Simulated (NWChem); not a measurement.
Molecule: SiH₃SeF; SMILES F[SiH2][SeH]

```xyz
6

Si     0.5101     1.1305     0.0000
F     -0.8374     2.0162     0.0000
Se    -0.1705    -1.0633     0.0000
H      1.2976     1.4511     1.2161
H      1.2976     1.4511    -1.2161
H      1.2323    -1.5474     0.0000
```
Atoms are numbered in this order, from 1.

This is a stationary point of B3LYP/6-31G* (spherical d) (NWChem), point group Cs. This build's default masses of Se (78.918 u) and Br (79.917 u) are each other's, which moves their modes by up to 0.6 %.

### Question
Is it a minimum? If not, what does it relax to?

### Answer
No. It has an imaginary frequency of 91i cm⁻¹. Following that mode (on a finer grid) lowers the energy by 2.5 kcal/mol and ends, with real frequencies alone, at point group C1:
```xyz
6

Si     0.6519     1.1434     0.1033
F     -0.7545     1.7819    -0.3673
Se     0.5185    -1.0990     0.5076
H      1.0391     1.7402     1.4022
H      1.6364     1.4164    -0.9694
H      0.4749    -1.4622    -0.9284
```
